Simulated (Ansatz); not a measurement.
A structure relaxed at B3LYP-D4/def2-SVP in Ansatz, charge 1, doublet:

Cartesian coordinates in Å:
```
Na 3.0533 -1.0508 -0.0508
Na -1.1373 0.1273 -1.7243
Na -0.9613 0.6187 1.7558
Cl 0.4454 -1.5638 0.1903
Cl -2.6947 0.9069 0.0231
Cl 1.2947 0.9618 -0.1941
```

Give its formula and point group.

the cluster Na3Cl3⁺. Point group C2v (tolerance 0.1 Å).

Summarise the bond lengths by kind (pairs closer than 1.2 times the sum of covalent radii, bridged metal pairs left out).

8 × Cl–Na 2.47 to 3.03 Å.

In the doublet, Cl4 and Cl6 lie 2.69 Å apart (atoms count from 1), so these atoms are partly bonded to each other. Another isomer (doublet) lies 0.33 eV lower at PBE0-D4/def2-TZVP; other spin states weren't run for this one.
